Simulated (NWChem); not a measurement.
Species: RbCl; SMILES [Rb][Cl]

```xyz
2

Rb     0.0000     0.0000    -0.9031
Cl     0.0000     0.0000     1.9115
```
Atoms are numbered in this order, from 1.

Coordinates come from a PBE0/def2-SVP optimisation. def2 effective core potentials on Rb; no spin-orbit coupling.

Question: List the 4 lowest vertical singlet excitations from Hartree-Fock/def2-SVPD with def2 effective core potentials on Rb, CIS (NWChem).

Answer: 
```json
[
 {"state": "S1", "energy (eV)": "5.58", "oscillator strength": "0.028", "leading excitation (squared amplitude)": "HOMO → LUMO (0.65)"},
 {"state": "S2", "energy (eV)": "5.58", "oscillator strength": "0.028", "leading excitation (squared amplitude)": "HOMO−1 → LUMO (0.65)"},
 {"state": "S3", "energy (eV)": "5.80", "oscillator strength": "0.067", "leading excitation (squared amplitude)": "HOMO−2 → LUMO (0.66)"},
 {"state": "S4", "energy (eV)": "6.70", "oscillator strength": "0.000", "leading excitation (squared amplitude)": "HOMO → LUMO+1 (0.22)"}
]
```
